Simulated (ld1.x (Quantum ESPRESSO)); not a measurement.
## In PAW: all-electron and pseudo phase curves

ld1.x (Quantum ESPRESSO) 7.5 input, shortened:

```
&input
   title='In', zed=49., rel=1, dft='BLYP', iswitch=3,
   config='[Kr] 4d10 5s2 5p1'
 /
 &inputp
   pseudotype=3, lpaw=.true., tm=.true., lloc=-1, rcloc=2.40,
   nlcc=.true., new_core_ps=.true., rcore=1.00,
   which_augfun='PSQ', rmatch_augfun_nc=.true.
 /
4
5S  1  0   2.00   0.00  1.80  2.10  0.0
5S  1  0   0.00   2.75  1.80  2.10  0.0
5P  2  1   1.00   0.00  2.80  3.45  0.0
5P  2  1   0.00   3.50  2.80  3.45  0.0
 &test
   configts(1)='5s2 5p1'
 /
```

The phase is arctan(r·u′/u) with u = r·R(r), unwrapped; energies in Ry, scanned from -3 to 5 Ry. A pole is an energy at which the radial function vanishes at the test radius. The pseudo phase is shifted by a multiple of π to meet the all-electron one at the reference energy, and phase errors are pseudo minus all-electron; the curves can meet again beyond the range given. Levels narrower than the energy grid can be missing from the lists of poles.

```tsv
channel	radius (bohr)	reference energy (Ry)	poles, all-electron	poles, pseudo	unbroken range about the reference energy with phases within 0.05 rad	phase error 1 Ry above the reference energy (rad)
s	3.77	-0.60	-0.33, 3.11	-0.33, 3.11	the whole range	-0.000
p	3.77	-0.18	0.40, 3.97	0.39, 3.96	below 1.6	-0.006
```

Phases in the p channel:

```json
{"E (Ry)": "-3.00", "all-electron": "1.409", "pseudo": "1.409"}
{"E (Ry)": "-2.76", "all-electron": "1.401", "pseudo": "1.401"}
{"E (Ry)": "-2.52", "all-electron": "1.392", "pseudo": "1.392"}
{"E (Ry)": "-2.28", "all-electron": "1.381", "pseudo": "1.381"}
{"E (Ry)": "-2.04", "all-electron": "1.368", "pseudo": "1.368"}
{"E (Ry)": "-1.80", "all-electron": "1.352", "pseudo": "1.351"}
{"E (Ry)": "-1.56", "all-electron": "1.330", "pseudo": "1.329"}
{"E (Ry)": "-1.32", "all-electron": "1.301", "pseudo": "1.300"}
{"E (Ry)": "-1.08", "all-electron": "1.257", "pseudo": "1.256"}
{"E (Ry)": "-0.84", "all-electron": "1.184", "pseudo": "1.182"}
{"E (Ry)": "-0.60", "all-electron": "1.026", "pseudo": "1.025"}
{"E (Ry)": "-0.36", "all-electron": "0.493", "pseudo": "0.491"}
{"E (Ry)": "-0.12", "all-electron": "-0.917", "pseudo": "-0.917"}
{"E (Ry)": "0.12", "all-electron": "-1.398", "pseudo": "-1.399"}
{"E (Ry)": "0.36", "all-electron": "-1.555", "pseudo": "-1.557"}
{"E (Ry)": "0.60", "all-electron": "-1.643", "pseudo": "-1.647"}
{"E (Ry)": "0.84", "all-electron": "-1.713", "pseudo": "-1.720"}
{"E (Ry)": "1.08", "all-electron": "-1.788", "pseudo": "-1.799"}
{"E (Ry)": "1.32", "all-electron": "-1.893", "pseudo": "-1.911"}
{"E (Ry)": "1.56", "all-electron": "-2.086", "pseudo": "-2.125"}
{"E (Ry)": "1.80", "all-electron": "-2.585", "pseudo": "-2.695"}
{"E (Ry)": "2.04", "all-electron": "-3.650", "pseudo": "-3.748"}
{"E (Ry)": "2.28", "all-electron": "-4.221", "pseudo": "-4.248"}
{"E (Ry)": "2.52", "all-electron": "-4.428", "pseudo": "-4.438"}
{"E (Ry)": "2.76", "all-electron": "-4.529", "pseudo": "-4.533"}
{"E (Ry)": "3.00", "all-electron": "-4.590", "pseudo": "-4.591"}
{"E (Ry)": "3.24", "all-electron": "-4.632", "pseudo": "-4.632"}
{"E (Ry)": "3.48", "all-electron": "-4.663", "pseudo": "-4.663"}
{"E (Ry)": "3.72", "all-electron": "-4.689", "pseudo": "-4.689"}
{"E (Ry)": "3.96", "all-electron": "-4.711", "pseudo": "-4.712"}
{"E (Ry)": "4.20", "all-electron": "-4.732", "pseudo": "-4.734"}
{"E (Ry)": "4.44", "all-electron": "-4.752", "pseudo": "-4.756"}
{"E (Ry)": "4.68", "all-electron": "-4.772", "pseudo": "-4.782"}
{"E (Ry)": "4.92", "all-electron": "-4.795", "pseudo": "-4.814"}
```
